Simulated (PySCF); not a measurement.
# Bond curve of SbH

Set-up: PySCF, scalar-relativistic core potentials, basis sets Sb cc-pVTZ-PP with ECP28, H cc-pVTZ. Energies in eV from Sb + H in their ground configurations at the same level. State: ³Σ⁻ (triplet), unpaired electrons π ↑↑.

```
R (Å)  r²SCAN
1.480  -2.084
1.549  -2.385
1.618  -2.557
1.669  -2.621
1.721  -2.639
1.773  -2.621
1.841  -2.554
1.927  -2.417
2.031  -2.203
2.168  -1.871
```

Question: Put a parabola through the three lowest points of the r²SCAN curve and estimate Re, k and ωe (reduced mass 0.9995 u; 1 eV/Å² = 0.16022 mdyn/Å; ωe = 1302.8·√(k/μ) cm⁻¹).

Answer: Through R = 1.669, 1.721, 1.773 Å the second-order coefficient is 6.66 eV/Å², so Re ≈ 1.721 Å, k ≈ 2.13 mdyn/Å and ωe ≈ 1903 cm⁻¹. A polynomial fit of higher order to the unrounded r²SCAN energies gives Re = 1.720 Å, k = 2.17 mdyn/Å, ωe = 1922 cm⁻¹; anharmonicity and rounding make the difference.

The higher-order fit for each curve: r²SCAN: Re = 1.720 Å, ωe = 1922 cm⁻¹, De = 2.64 eV.

Spin–orbit coupling is left out, which matters for elements this heavy, above all for dissociation energies. The state was picked by a PBE0 search and need not be the measured ground state.
